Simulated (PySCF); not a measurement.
Ga(F)(SiH3)2 (FGaH6Si2), SMILES [F][Ga]([SiH3])[SiH3]. Atoms are numbered in the order given.

```xyz
10

Ga    -0.1860    -0.1215     0.0165
F     -1.6834    -1.0915     0.1485
Si    -0.5031     1.8790    -1.3206
H      0.7719     2.2573    -2.0287
H     -0.8775     3.0179    -0.4053
H     -1.5977     1.6991    -2.3367
Si     1.6716    -1.1202     1.2173
H      2.5609    -0.0535     1.8020
H      2.4983    -1.9262     0.2467
H      1.1998    -2.0290     2.3190
```

Coordinates come from a PBE-D3(BJ)/def2-SVP optimisation. The structure was generated by enumeration; whether it is a known compound was not checked.

Computed with PBE-D3(BJ)/def2-SVP run with PySCF 2.14.0.

Frequencies are harmonic and unscaled.

A small imaginary wavenumber (i) marks a very flat motion, where grid noise or a shallow saddle decides the sign.

| mode | ν (cm⁻¹) | IR (km/mol) | Raman (Å⁴/amu) | depolarisation | moving atoms (share of kinetic energy) |
|---|---|---|---|---|---|
| 1 | 7i | 0.3 | 0.1 | 0.75 | H 91 % |
| 2 | 16 | 0.0 | 0.2 | 0.75 | H 96 % |
| 3 | 74 | 0.7 | 1.9 | 0.51 | Si 50 %, Ga 23 %, H 22 % |
| 4 | 109 | 8.2 | 0.0 | – | Ga 47 %, F 23 %, Si 16 %, H 14 % |
| 5 | 143 | 16.5 | 1.2 | 0.75 | F 69 %, Si 14 %, Ga 9 % |
| 6 | 275 | 0.0 | 58.5 | 0.22 | Si 82 %, H 9 % |
| 7 | 349 | 24.7 | 4.6 | 0.75 | Si 48 %, Ga 40 %, H 12 % |
| 8 | 386 | 0.0 | 8.3 | 0.54 | H 91 %, Si 9 % |
| 9 | 439 | 17.6 | 4.6 | 0.75 | H 82 %, Si 11 % |
| 10 | 445 | 9.9 | 1.9 | 0.75 | H 83 %, Si 12 % |
| 11 | 472 | 8.5 | 13.3 | 0.70 | H 85 %, Si 13 % |
| 12 | 646 | 64.5 | 4.9 | 0.30 | F 78 %, Ga 21 % |
| 13 | 795 | 485.0 | 4.2 | 0.75 | H 90 %, Si 10 % |
| 14 | 828 | 26.5 | 3.0 | 0.44 | H 91 %, Si 8 % |
| 15 | 895 | 12.0 | 34.2 | 0.75 | H 98 % |
| 16 | 896 | 36.1 | 28.0 | 0.75 | H 98 % |
| 17 | 900 | 13.2 | 38.2 | 0.75 | H 97 % |
| 18 | 901 | 58.0 | 6.2 | 0.75 | H 98 % |
| 19 | 2138 | 92.1 | 3.5 | 0.57 | H 99 % |
| 20 | 2142 | 15.4 | 519.5 | 0.04 | H 98 % |
| 21 | 2156 | 76.8 | 129.7 | 0.59 | H 96 % |
| 22 | 2156 | 65.9 | 149.8 | 0.56 | H 96 % |
| 23 | 2171 | 65.1 | 180.8 | 0.65 | H 96 % |
| 24 | 2172 | 76.7 | 212.2 | 0.46 | H 96 % |
